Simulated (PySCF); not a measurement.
[CrCl6]3-: Cr(III) (d3), charge -3. The structure is a PBE0-D3(BJ)/def2-SVP, IEF-PCM water geometry optimised for multiplicity 4; coordination octahedral, point group Oh, metal–donor distances 2.40 Å.

Method (PySCF 2.14, density fitting): CASSCF(3,5) with orbitals averaged over all microstates of the shell, strongly contracted NEVPT2 on the averaged canonical orbitals; basis x2c-TZVPall on the metal, x2c-SVPall elsewhere; spin-free X2C; IEF-PCM water; spin-orbit coupling by state interaction with the mean-field operator over all roots.

CASSCF energies above the lowest CASSCF root:

```json
{"state": "4A2g", "CASSCF / cm⁻¹": "0"}
{"state": "4T2g", "CASSCF / cm⁻¹": "10838"}
{"state": "4T1g", "CASSCF / cm⁻¹": "17696"}
{"state": "2Eg", "CASSCF / cm⁻¹": "18710"}
{"state": "2T1g", "CASSCF / cm⁻¹": "19651"}
{"state": "2T2g", "CASSCF / cm⁻¹": "25544"}
{"state": "2A1g", "CASSCF / cm⁻¹": "26521"}
{"state": "2T2g", "CASSCF / cm⁻¹": "28883"}
{"state": "4T1g", "CASSCF / cm⁻¹": "30041"}
{"state": "2T1g", "CASSCF / cm⁻¹": "30205"}
{"state": "2Eg", "CASSCF / cm⁻¹": "32540"}
{"state": "2T1g", "CASSCF / cm⁻¹": "34845"}
{"state": "2T2g", "CASSCF / cm⁻¹": "39944"}
{"state": "2T1g", "CASSCF / cm⁻¹": "40229"}
{"state": "2A2g", "CASSCF / cm⁻¹": "46438"}
{"state": "2T2g", "CASSCF / cm⁻¹": "47438"}
{"state": "2Eg", "CASSCF / cm⁻¹": "47912"}
{"state": "2T1g", "CASSCF / cm⁻¹": "51757"}
{"state": "2Eg", "CASSCF / cm⁻¹": "70104"}
{"state": "2T2g", "CASSCF / cm⁻¹": "71269"}
```

Q: How does dynamic correlation (SC-NEVPT2) move these states?

A: 
```
state  NEVPT2 / cm⁻¹  shift / cm⁻¹
 4A2g              0             0
 4T2g          13847         +3009
 4T1g          21331         +3635
  2Eg          17058         -1653
 2T1g          18074         -1577
 2T2g          24471         -1073
 2A1g          27982         +1461
 2T2g          29977         +1093
 4T1g          31805         +1764
 2T1g          31348         +1142
  2Eg          32898          +359
 2T1g          35961         +1116
 2T2g          42015         +2071
 2T1g          44275         +4046
 2A2g          44037         -2401
 2T2g          45375         -2063
  2Eg          51496         +3584
 2T1g          51725           -32
  2Eg          65643         -4461
 2T2g          67029         -4240
```

No frequencies were computed for the optimised geometry. Charge-transfer states lie outside this active space and may come lower than some of these levels. NEVPT2 lifts 4T2g from 10838 to 13847 cm⁻¹; on the d shell alone it tends to overshoot states that fill the eg-type orbitals. NEVPT2 on the d shell alone tends to put d–d bands too high for such charged or covalently bound ions.
